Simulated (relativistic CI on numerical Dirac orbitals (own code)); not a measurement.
**Eu XVI: sensitivity of the levels to the model**

Base calculation: Dirac-Coulomb-Breit CI, KLI orbitals optimised for each configuration, model QED, unscaled Slater integrals.

Configuration list (outside the closed core [Kr]): 4d10 4f2, 4d10 4f 5s, 4d10 5s2, 4d10 5s 5p, 4d10 4f 5p, 4d10 5p2, 4d10 5s 5d, 4d10 4f 5d, 4d9 4f3, 4d10 5p 5d, 4d9 4f 5s2, 4d10 5d2, 4d10 4f 6s, 4d10 4f 5f, 4d9 4f 5s 5p, 4d9 4f2 5s. Levels of other configurations are missing.

Variants: (1) configuration mixing switched off. Shifts of the energy above 4d10 4f2 3H_4, in cm⁻¹, for the lowest level and the first level of each name with at least 55 % of one term (blank where a level changes its place among those of its configuration and J or its character, or is not in the variant):

```
           Level     Base    Δ(1)
   4d10 4f2 3H_4      0.0     0.0
   4d10 4f2 3H_5   5697.7     0.0
   4d10 4f2 3F_2  11343.3   +10.9
   4d10 4f2 3H_6  11394.1    +1.6
   4d10 4f2 3F_3  15106.2    +4.4
   4d10 4f2 1D_2  39013.3  +195.9
   4d10 4f2 1I_6  46518.1   +56.0
   4d10 4f2 3P_0  47283.6  +203.0
   4d10 4f2 3P_1  49102.2  +155.7
   4d10 4f2 3P_2  52301.5  +148.9
4d10 4f 5s 3F°_2  68789.6  +199.0
4d10 4f 5s 3F°_3  70592.6  +265.7
4d10 4f 5s 3F°_4  75998.6  +195.0
4d10 4f 5s 1F°_3  82035.4  +768.0
```

At this charge transitions that keep the count of f electrons are usually good to a few per cent. Terms inside the open d or f shell come out 10 to 20 % too wide with unscaled integrals. Levels and lines within the n = 5 or 6 shells can be off by up to 10 % or somewhat more, and those that change n by about 2 %, since core polarisation is missing. Levels that differ in their count of f electrons can be misplaced by several ten thousand cm⁻¹, since the correlation energy of f electrons is missing or only estimated; rates across such gaps can be off by orders of magnitude.

Ionisation energy from one configuration of each of the two ions, the ground ones as tabulated or assumed: base 310.436 eV. The NIST ASD value (theoretical) is 311 ± 16 eV.

LS names give the leading component of a level, which can be under half, so a name can repeat, a term be missing and a line seem to break the LS rules.
